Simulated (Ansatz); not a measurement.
**1,2-elimination**

Start structure (Si2H5ClO, singlet), relaxed at PBE0-D4/def2-TZVP:

Si1  (-0.157, -0.382, -0.906)
Cl2  (1.190, 0.587, -2.139)
O3  (-1.683, 0.148, -1.191)
H4  (-1.880, 1.072, -1.030)
H5  (-0.165, -1.809, -1.293)
Si6  (0.559, 0.023, 1.287)
H7  (0.459, 1.482, 1.563)
H8  (1.972, -0.410, 1.448)
H9  (-0.294, -0.711, 2.260)
(Å)

The step: Si₂H₅ClO ([OH][SiH]([SiH3])[Cl]) → Si₂H₄O ([O][SiH][SiH3]) + HCl; bonds formed: Cl2–H4; bonds broken: Si1–Cl2, O3–H4. Computed with Ansatz 0.2.0 (basis: def2-TZVPP and def2-QZVPP); correlated methods freeze the cores. Extrapolation: Hartree–Fock as exp(−7.88 √X), correlation as X^−2.97. Energies below are by CCSD(T) at an estimated basis limit (MP2 extrapolated from triple and quadruple zeta, plus CCSD(T) − MP2 in triple zeta).

**Question.** What are the electronic barrier and the energy of the step, from the start structure to the end structure? (To be estimated.)

**Answer.** Computed: Barrier 61.55 kcal/mol; step energy 59.66 kcal/mol (uphill); reverse barrier, their difference, 1.89 kcal/mol. Barrier and step energy count from the start structure, the reverse barrier from the end structure.

The saddle point: One imaginary mode of 284i cm⁻¹.
| pair | start (Å) | saddle (Å) | end (Å) |
| --- | --- | --- | --- |
| Cl2–H4 | 3.30 | 1.51 | 1.36 |
| Si1–Cl2 | 2.07 | 3.26 | 3.52 |
| O3–H4 | 0.96 | 1.26 | 1.53 |

Zero-point energy (harmonic, PBE0-D4): ZPE is 31.16 kcal/mol at the start and 27.37 kcal/mol at the saddle, so the barrier goes from 61.55 to 57.77 kcal/mol.

First-order rate constant out of the start structure at 898 K by transition-state theory, with harmonic vibrational free energies alone and no tunnelling: ΔA‡ = 59.96 kcal/mol, so k = (kB T/h) exp(−ΔA‡/kB T) ≈ 10^-1 s⁻¹ (an order of magnitude at best: rotation, the number of equivalent paths and anharmonicity are left out).

T1 diagnostic: at most 0.020.

Labels in which every atom is bracketed show which atoms are joined, not bond orders.

For scale, one of the runs: CCSD(T)/def2-TZVPP, 227 basis functions, launched by `ansatz run in.yaml --threads 4 --pin off --events-out ev --progress --plain --max-ram 9574MiB`. Hardware: 4 CPU threads of an Intel Xeon, shared host. Wall time 96 s; peak host memory 3.4 GiB.
